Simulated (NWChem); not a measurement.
Molecule: C2H3ClFNSi; SMILES N#CC[Si@@H](F)Cl

```xyz
9

N      0.0408    -3.3821    -0.1833
C      0.3906    -2.3214     0.1221
C      0.7984    -0.9741     0.4666
Si    -0.2813     0.3337    -0.3509
F     -1.7527     0.2587     0.3071
Cl     0.5359     2.1590     0.0952
H      0.7540    -0.8285     1.5591
H      1.8441    -0.8079     0.1578
H     -0.3996     0.1656    -1.8139
```
Atoms are numbered in this order, from 1.

All runs: NWChem. Pople sets run with spherical d functions. Coordinates come from a PBE0/def2-SVP optimisation. Vzz is the largest principal value of the second derivative of the potential at the nucleus (NWChem prints the opposite sign); η is the asymmetry. Non-relativistic.

For level Hartree-Fock/def2-SVP:

```
Quantity         Value
--------------  ------
Vzz N1 (a.u.)   -0.946
Vzz Cl6 (a.u.)   1.915
```

**Question.** Estimate the same quantities for level PBE/6-31G*.

**Answer.** The vzz N1 (a.u.) is -0.673. The vzz Cl6 (a.u.) is 2.000.
